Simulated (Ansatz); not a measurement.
A calculation with Ansatz (development build ahead of 0.2.0).

```yaml
crystal:
  periodic: [false, false, false]
  atoms:
    - { symbol: C, position_ang: [1.4, 0.0, 0.0] }
    - { symbol: C, position_ang: [0.7, 1.21244, 0.0] }
    - { symbol: C, position_ang: [-0.7, 1.21244, 0.0] }
    - { symbol: C, position_ang: [-1.4, 0.0, 0.0] }
    - { symbol: C, position_ang: [-0.7, -1.21244, 0.0] }
    - { symbol: C, position_ang: [0.7, -1.21244, 0.0] }
    - { symbol: C, position_ang: [2.8, 0.0, 0.0] }
    - { symbol: H, position_ang: [3.4, 0.9, 0.0] }
    - { symbol: H, position_ang: [1.2425, 2.15207, 0.0] }
    - { symbol: H, position_ang: [-1.2425, 2.15207, 0.0] }
    - { symbol: H, position_ang: [-2.485, 0.0, 0.0] }
    - { symbol: H, position_ang: [-1.2425, -2.15207, 0.0] }
    - { symbol: H, position_ang: [1.2425, -2.15207, 0.0] }
basis:
  gaussian: { orbitals: def2-TZVP }
hamiltonian:
  xc: hf
```

The input is written out in the form of the current development build from the run's settings.

Results

```yaml
Converged: yes
Total_energy: -268.53380 hartree
Spin_squared_of_the_determinant: 0.000
Stability_test: minimum among restricted orbitals
```

Caution: another spin multiplicity may lie lower; an unrestricted determinant lies well below.
